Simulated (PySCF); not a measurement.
Species: BrGeH5OSi.
Z-matrix (Å and degrees, PBE0-D3(BJ)/def2-SVP geometry), rows numbered from 1:
```
Ge
O   1  1.7887
Si  2  1.6362  1  139.56
Br  3  2.2380  2  110.35  1    11.11
H   1  1.5371  2  107.91  3    73.40
H   1  1.5336  2  104.61  3  -167.54
H   1  1.5354  2  108.48  3   -47.79
H   3  1.4858  2  110.29  1   129.09
H   3  1.4872  2  111.09  1  -106.79
```

Method used: PBE0-D3(BJ)/def2-SVP geometry optimisation, gas phase (PySCF).

Masses are those of the commonest isotopes; rigid-rotor values at the optimised geometry. The values belong to one conformer with, in the numbering `[GeH3:1][O:2][SiH2:3][Br:4]`, Ge1–O2–Si3–Br4 11°.

(1) Give the principal moments of inertia and the rotational constants in GHz.

(2) Classify the top.

(3) Is it planar, by Δ = Ic − Ia − Ib?

(4) Give the coordinates in the principal-axis frame, origin at the centre of mass.

(5) List the rotational levels J(Ka,Kc) to J = 4 (MHz).

(6) Which lines would a microwave search look for?

Results:

(1) Ia = 118.82, Ib = 633.54, Ic = 739.51 u·Å²; 505379 MHz·u·Å²/I gives 4253, 797.7 and 683.4 MHz, that is A = 4.2533, B = 0.7977, C = 0.6834 GHz.

(2) A near-prolate asymmetric top: κ = (2 × 797.7 − 4253 − 683.4)/(4253 − 683.4) = -0.94.

(3) Not planar: Δ = Ic − Ia − Ib = -12.85 u·Å². For a rigid frame Δ = −2 Σ m c², so Σ m c² = 6.42 u·Å² lies off the ab plane: 6.29 from hydrogen and 0.13 from heavier atoms. The atom farthest from that plane is 1.48 Å away.

(4) The sense of each axis is arbitrary; atoms in the order of the calculation.
| atom | mass (u) | a (Å) | b (Å) | c (Å) |
| --- | --- | --- | --- | --- |
| Ge1 | 73.921 | -2.011 | 0.326 | -0.007 |
| O2 | 15.995 | -0.915 | -1.085 | 0.080 |
| Si3 | 27.977 | 0.681 | -1.431 | -0.029 |
| Br4 | 78.918 | 1.889 | 0.452 | 0.004 |
| H5 | 1.008 | -2.108 | 0.759 | -1.479 |
| H6 | 1.008 | -3.354 | -0.195 | 0.521 |
| H7 | 1.008 | -1.438 | 1.442 | 0.877 |
| H8 | 1.008 | 1.112 | -2.244 | 1.138 |
| H9 | 1.008 | 0.994 | -2.112 | -1.313 |

(5) Above 0(0,0):
J = 1: 1(0,1) 1481, 1(1,1) 4937, 1(1,0) 5051
J = 2: 2(0,2) 4440, 2(1,2) 7785, 2(1,1) 8127, 2(2,1) 18494, 2(2,0) 18497
J = 3: 3(0,3) 8873, 3(1,3) 12055, 3(1,2) 12740, 3(2,2) 22938, 3(2,1) 22951, 3(3,1) 40503, 3(3,0) 40503
J = 4: 4(0,4) 14769, 4(1,4) 17745, 4(1,3) 18888, 4(2,3) 28860, 4(2,2) 28902, 4(3,2) 46433, 4(3,1) 46433, 4(4,1) 71017, 4(4,0) 71017

(6) The dipole components are |μa| = 1.52 D, |μb| = 0.10 D, |μc| = 0.09 D. The squared components, which scale the intensities, stand as 1.00 : 0.00 : 0.00 (a : b : c). Some lines, for components of 0.1 D or more:

```tsv
type	branch	J(Ka,Kc)	MHz	lower level (cm⁻¹)
a	Q	2(1,1) ← 2(1,2)	343	0.260
a	R	1(0,1) ← 0(0,0)	1481	0.000
a	R	2(1,2) ← 1(1,1)	2848	0.165
a	R	2(0,2) ← 1(0,1)	2959	0.049
a	R	2(1,1) ← 1(1,0)	3077	0.168
b	Q	1(1,0) ← 1(0,1)	3570	0.049
b	Q	2(1,1) ← 2(0,2)	3687	0.148
b	R	1(1,1) ← 0(0,0)	4937	0.000
b	R	2(1,2) ← 1(0,1)	6303	0.049
b	Q	2(2,0) ← 2(1,1)	10370	0.271
b	Q	2(2,1) ← 2(1,2)	10710	0.260
b	R	2(2,1) ← 1(1,0)	13443	0.168
b	R	2(2,0) ← 1(1,1)	13560	0.165
```

No PBE0-D3(BJ)/def2-SVP frequencies stand behind this structure, so it isn't proved a minimum. These are rigid-rotor constants of the computed structure; measured ground-state constants (B0) also hold zero-point vibration. A rigid rotor knows nothing of internal rotation, which can split or shift real lines. Quadrupole hyperfine structure (79Br) is left out.
